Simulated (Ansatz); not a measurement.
A nudged elastic band was laid between two geometries of C$_{3}$H$_{7}$AlB$_{2}$ (13 atoms, charge 0, multiplicity 1).

Theory: RKS r2SCAN/cc-pVDZ (Ansatz 0.2.0).

```json
{
 "movable images": "7",
 "climbing image": "yes",
 "spring": "5.0 eV/Å²",
 "optimiser": "quadratic models (default)",
 "start path": "through a guess of the saddle point",
 "force threshold": "0.03 eV/Å",
 "iteration limit": "60",
 "end points": "relaxed"
}
```

First end point:

```xyz
13
Properties=species:S:1:pos:R:3
B -2.418 0.023 0.483
C -1.966 1.426 0.614
C -1.072 2.404 0.503
Al -0.208 0.814 -0.132
B 1.257 -0.437 -0.947
C 2.247 -1.323 -0.135
H -3.034 -0.314 -0.505
H -2.340 -0.717 1.440
H -1.135 3.467 0.745
H 1.256 -0.524 -2.156
H 1.823 -2.349 -0.210
H 3.236 -1.399 -0.620
H 2.372 -1.106 0.935
```

Last end point:

```xyz
13
Properties=species:S:1:pos:R:3
B -2.422 0.024 0.483
C -1.966 1.424 0.615
C -1.071 2.401 0.503
Al -0.210 0.809 -0.131
B 1.261 -0.436 -0.948
C 2.251 -1.321 -0.135
H -2.350 -0.718 1.439
H -3.037 -0.311 -0.506
H -1.132 3.464 0.746
H 1.262 -0.519 -2.157
H 1.817 -2.343 -0.203
H 3.237 -1.408 -0.623
H 2.380 -1.100 0.933
```

What changes between the two ends?

No bond is made or broken. The dihedral H8–B1–C2–Al4 goes from 95 to -95°. The two ends are copies of one structure, up to a mirror image or an exchange of like atoms.

What energy profile does the band end with?

The forces met the threshold. The highest image is number 4 of 0 to 8, 100.0 kJ/mol above the ends, which have the same energy within 2 meV. A vibrational analysis at the climbing image gives 2 clearly imaginary modes (332i, 63i cm⁻¹): a point of higher order, so a lower path passes nearby.

```csv
image,path coordinate (Å),energy (kJ/mol),dihedral H8–B1–C2–Al4 (°)
0,0.00,0.0,95
1,1.34,0.7,96
2,2.69,20.6,98
3,4.03,66.0,121
4,5.38,100.0,-180
5,6.74,66.0,-121
6,8.10,20.8,-99
7,9.46,0.7,-96
8,10.81,0.0,-95
```

What is the geometry of the highest image?


```xyz
13
Properties=species:S:1:pos:R:3
B -3.327 0.525 0.789
C -1.831 0.704 0.422
C -1.008 1.785 0.588
Al -0.057 0.336 -0.235
B 1.634 -0.557 -1.105
C 2.738 -1.380 -0.368
H -3.925 -0.503 0.575
H -3.913 1.450 1.312
H -1.267 2.763 1.030
H 1.770 -0.406 -2.303
H 2.908 -2.339 -0.893
H 3.695 -0.835 -0.501
H 2.604 -1.577 0.704
```

The band took 29 iterations and about 16 core-minutes.

Run time: 8.2 min on 2 threads of Intel(R) Xeon(R) 6975P-C (Granite Rapids), with other jobs on the host, peak memory 0.21 GiB.
